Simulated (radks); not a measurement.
Species: a nucleus of charge 43.6 with 43 electrons. Configuration: [Kr] 4d7. All-electron calculation, scalar-relativistic Kohn-Sham, PBEsol, spin-polarised, spherical densities, finite nucleus; open shells are filled with parallel spins first (spin-orbit coupling, left out, can overturn this in heavy ions); Fermi nuclear charge, rms radius 4.4809 fm. Program: a radial shooting solver on a logarithmic mesh with Libxc functionals.

Normalised radial functions P(r) = r R(r), r in bohr:

r	3d down	4s up
0.005217	0.0003	0.1494
0.006848	0.0007	0.1784
0.008988	0.0014	0.2072
0.01189	0.0031	0.2318
0.01561	0.0065	0.2432
0.02049	0.0136	0.2319
0.02711	0.0283	0.1835
0.03559	0.0566	0.0897
0.04671	0.1093	-0.0512
0.0618	0.2065	-0.2241
0.08112	0.3632	-0.3653
0.1065	0.5983	-0.3970
0.1409	0.9187	-0.2357
0.1849	1.2598	0.1060
0.2427	1.5329	0.4795
0.3212	1.6155	0.6193
0.4215	1.4315	0.3180
0.5533	1.0376	-0.3250
0.7263	0.5907	-0.9348
0.961	0.2433	-1.1395
1.261	0.0708	-0.8866
1.656	0.0131	-0.4744
2.191	0.0013	-0.1669
2.875	0.0001	-0.0387
3.774	0.0000	-0.0052
4.994	0.0000	-0.0003
6.555	0.0000	0.0000

3d down: eigenvalue -264.82 eV, 0 radial nodes, <r> = 0.390 bohr, 90 % of the charge inside 0.621 bohr. 4s up: eigenvalue -77.472 eV, 3 radial nodes at r = 0.0427, 0.172, 0.487 bohr, <r> = 1.04 bohr, 90 % of the charge inside 1.51 bohr.
